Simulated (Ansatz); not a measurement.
Geometry optimisation, Ansatz 0.2.0, RKS PBE/def2-SVP.

input.yaml

```yaml
crystal:
  periodic: [false, false, false]
  atoms:
    - { symbol: F, position_ang: [-1.4697, 1.9351, 1.6717] }
    - { symbol: Si, position_ang: [0.1001, 1.553, 1.48] }
    - { symbol: Al, position_ang: [0.2356, -0.768, 1.0952] }
    - { symbol: "N", position_ang: [-0.5296, -1.5537, -0.3997] }
    - { symbol: Si, position_ang: [0.0382, -0.7837, -1.8886] }
    - { symbol: H, position_ang: [0.844, 1.9288, 2.6987] }
    - { symbol: H, position_ang: [0.7002, 2.2738, 0.3334] }
    - { symbol: H, position_ang: [1.1327, -1.6657, 2.1188] }
    - { symbol: H, position_ang: [-1.6111, -1.2956, -0.2871] }
    - { symbol: H, position_ang: [1.4898, -0.996, -1.9419] }
    - { symbol: H, position_ang: [-0.6263, -1.358, -3.0319] }
    - { symbol: H, position_ang: [-0.2269, 0.6748, -1.8145] }
basis:
  gaussian: { orbitals: def2-SVP }
hamiltonian:
  xc: pbe
relax:
  f_tol: 0.02
  max_steps: 50
```

Run as:

```bash
$ ansatz run input.yaml --threads 2 --pin off --max-ram 3072MiB --backend cpu --events-out ev --progress --plain --runs-dir out
```

Task: Where does it end, and by what steps?

Result: The run converged. The force dipped under the threshold on the way, but the program's further checks kept it going. After 47 steps the energy has fallen by 0.997 eV; H10 moved furthest, 2.58 Å.

| step | energy less start (eV) | largest force component (eV/Å) | accepted |
| --- | --- | --- | --- |
| 0 | 0.0000 | 2.290 | yes |
| 2 | -0.4328 | 0.476 | yes |
| 4 | -0.5145 | 0.266 | yes |
| 6 | -0.5599 | 0.353 | yes |
| 8 | -0.6169 | 0.877 | yes |
| 10 | -0.7292 | 0.697 | yes |
| 12 | -0.8361 | 0.215 | yes |
| 14 | -0.8847 | 0.268 | yes |
| 16 | -0.9053 | 0.113 | yes |
| 18 | -0.9205 | 0.207 | yes |
| 20 | -0.9420 | 0.221 | yes |
| 22 | -0.9547 | 0.336 | yes |
| 24 | -0.9745 | 0.063 | yes |
| 26 | -0.9812 | 0.105 | yes |
| 28 | -0.9868 | 0.125 | yes |
| 30 | -0.9912 | 0.079 | yes |
| 32 | -0.9938 | 0.074 | yes |
| 34 | -0.9949 | 0.058 | yes |
| 36 | -0.9958 | 0.041 | yes |
| 38 | -0.9962 | 0.049 | yes |
| 40 | -0.9967 | 0.031 | yes |
| 42 | -0.9969 | 0.042 | yes |
| 44 | -0.9970 | 0.032 | yes |
| 46 | -0.9971 | 0.005 | yes |
| 47 | -0.9971 | 0.017 | yes |

```xyz
12
Properties=species:S:1:pos:R:3
F 0.495 2.478 0.206
Si 0.710 1.569 1.573
Al 0.153 -0.811 1.199
N -0.372 -1.417 -0.417
Si -0.597 -0.565 -1.946
H -0.141 2.178 2.663
H 2.146 1.745 2.015
H 0.241 -1.895 2.377
H -0.578 -2.424 -0.466
H -0.265 0.876 -1.693
H 0.301 -1.110 -3.029
H -2.015 -0.679 -2.447
```

Whether the end is a true minimum wasn't checked by a vibrational analysis.

The run took 8.7 min on 2 threads of AMD EPYC 7571, on a shared host, peak memory 0.19 GiB.
